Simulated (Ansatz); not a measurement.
A first, cheap relaxation of `CC[O][Sn]([F])([Cl])[Cl]`.

```yaml
crystal:
  periodic: [false, false, false]
  atoms:
    - {symbol: C, position_ang: [-0.294600, -1.145400, 1.722400]}
    - {symbol: C, position_ang: [0.191200, -0.315200, 0.525800]}
    - {symbol: O, position_ang: [-0.907000, 0.082200, -0.306100]}
    - {symbol: Sn, position_ang: [-0.042800, 1.118000, -1.828200]}
    - {symbol: F, position_ang: [-1.560100, 1.668600, -3.009600]}
    - {symbol: Cl, position_ang: [1.027300, 3.020500, -1.026500]}
    - {symbol: Cl, position_ang: [1.398800, -0.253100, -3.035200]}
    - {symbol: H, position_ang: [-0.841400, -1.987600, 1.346300]}
    - {symbol: H, position_ang: [0.501200, -1.398800, 2.406800]}
    - {symbol: H, position_ang: [-1.039900, -0.469200, 2.324200]}
    - {symbol: H, position_ang: [0.888900, -0.962400, -0.017100]}
    - {symbol: H, position_ang: [0.755300, 0.587200, 0.931200]}
basis:
  gaussian: {orbitals: def2-SVP}
hamiltonian: {xc: pbe, dispersion: d4}
relax: {f_tol: 0.03, max_steps: 200}
```

```sh
$ ansatz run in.yaml --threads 2 --pin off --events-out ev --progress --plain --backend cuda
```

It prints (some lines left out):

```
Functional definition: PBE
mean field -37767.89341302 eV, -1387.9444829310 hartree, gradient 6.2e-5 eV, S^2 0.000000; 0 other end points of the search recorded, 0 dependent functions left out
relax step   1: F+E_penalty+E_count = -37768.22341879 eV  Δ(F+E_penalty+E_count) = +0.000e0 eV  max|allowed force component| = 2.964e0 eV/Å  Δτ_max = 0.0000 Å  (30 SCF iters, accepted)
mean field -37768.15841022 eV, -1387.9542213985 hartree, gradient 2.2e-5 eV, S^2 0.000000; 0 other end points of the search recorded, 0 dependent functions left out
relax step   2: F+E_penalty+E_count = -37768.48784662 eV  Δ(F+E_penalty+E_count) = -2.644e-1 eV  max|allowed force component| = 1.075e0 eV/Å  Δτ_max = 0.1208 Å  (31 SCF iters, accepted)
mean field -37768.19268225 eV, -1387.9554808723 hartree, gradient 6.2e-6 eV, S^2 0.000000; 0 other end points of the search recorded, 0 dependent functions left out
relax step   3: F+E_penalty+E_count = -37768.52155625 eV  Δ(F+E_penalty+E_count) = -3.371e-2 eV  max|allowed force component| = 2.161e-1 eV/Å  Δτ_max = 0.0736 Å  (32 SCF iters, accepted)
mean field -37768.20275092 eV, -1387.9558508890 hartree, gradient 6.0e-6 eV, S^2 0.000000; 0 other end points of the search recorded, 0 dependent functions left out
relax step   4: F+E_penalty+E_count = -37768.53057633 eV  Δ(F+E_penalty+E_count) = -9.020e-3 eV  max|allowed force component| = 1.271e-1 eV/Å  Δτ_max = 0.0593 Å  (32 SCF iters, accepted)
mean field -37768.20833088 eV, -1387.9560559488 hartree, gradient 2.0e-5 eV, S^2 0.000000; 0 other end points of the search recorded, 0 dependent functions left out
relax step   5: F+E_penalty+E_count = -37768.53384564 eV  Δ(F+E_penalty+E_count) = -3.269e-3 eV  max|allowed force component| = 8.687e-2 eV/Å  Δτ_max = 0.0819 Å  (30 SCF iters, accepted)
mean field -37768.20842672 eV, -1387.9560594709 hartree, gradient 5.8e-6 eV, S^2 0.000000; 0 other end points of the search recorded, 0 dependent functions left out
relax step   6: F+E_penalty+E_count = -37768.53451641 eV  Δ(F+E_penalty+E_count) = -6.708e-4 eV  max|allowed force component| = 6.376e-2 eV/Å  Δτ_max = 0.0396 Å  (32 SCF iters, accepted)
mean field -37768.20877582 eV, -1387.9560723000 hartree, gradient 5.6e-6 eV, S^2 0.000000; 0 other end points of the search recorded, 0 dependent functions left out
relax step   7: F+E_penalty+E_count = -37768.53471335 eV  Δ(F+E_penalty+E_count) = -1.969e-4 eV  max|allowed force component| = 9.077e-2 eV/Å  Δτ_max = 0.0174 Å  (34 SCF iters, accepted)
mean field -37768.20916861 eV, -1387.9560867348 hartree, gradient 5.6e-6 eV, S^2 0.000000; 0 other end points of the search recorded, 0 dependent functions left out
relax step   8: F+E_penalty+E_count = -37768.53510093 eV  Δ(F+E_penalty+E_count) = -3.876e-4 eV  max|allowed force component| = 6.923e-3 eV/Å  Δτ_max = 0.0030 Å  (36 SCF iters, accepted)
mean field -37768.20916861 eV, -1387.9560867348 hartree, gradient 1.1e-5 eV, S^2 0.000000; 1 other end points of the search recorded, 0 dependent functions left out
Total energy: -37768.53514505 eV, -1387.9680661480 hartree
Atom 0 at    -0.401312    -1.115063     1.731450 Å, force     0.003299    -0.000951     0.001684 eV/Å
Atom 1 at     0.324772    -0.356145     0.634408 Å, force    -0.001154     0.004541    -0.006922 eV/Å
Atom 2 at    -0.667607     0.107499    -0.297466 Å, force     0.001586    -0.001471     0.002591 eV/Å
Atom 3 at    -0.062819     1.146874    -1.880245 Å, force    -0.000359    -0.003438     0.004106 eV/Å
Atom 4 at    -1.665748     1.578889    -2.882177 Å, force     0.000418    -0.000330     0.001560 eV/Å
Atom 5 at     0.990070     3.147725    -1.251877 Å, force     0.000393     0.001410     0.000733 eV/Å
Atom 6 at     1.360310    -0.117521    -3.252481 Å, force     0.001144    -0.001107    -0.000869 eV/Å
Atom 7 at    -0.954546    -1.977153     1.309405 Å, force    -0.000765     0.000541    -0.002129 eV/Å
Atom 8 at     0.324936    -1.494374     2.478767 Å, force     0.000517    -0.000397     0.000918 eV/Å
Atom 9 at    -1.126137    -0.455675     2.248385 Å, force    -0.000792     0.001611    -0.001463 eV/Å
Atom 10 at     1.063210    -1.021442     0.127990 Å, force    -0.002253    -0.000196    -0.000114 eV/Å
Atom 11 at     0.891770     0.501188     1.067841 Å, force    -0.002036    -0.000214    -0.000097 eV/Å
Dipole moment:     0.273102    -0.230142     0.424862 e Å
```

Run time 56 s (2 threads of an AMD EPYC 7R13 on a shared host and a share of an NVIDIA H100 80 GB); peak host memory 0.86 GiB.
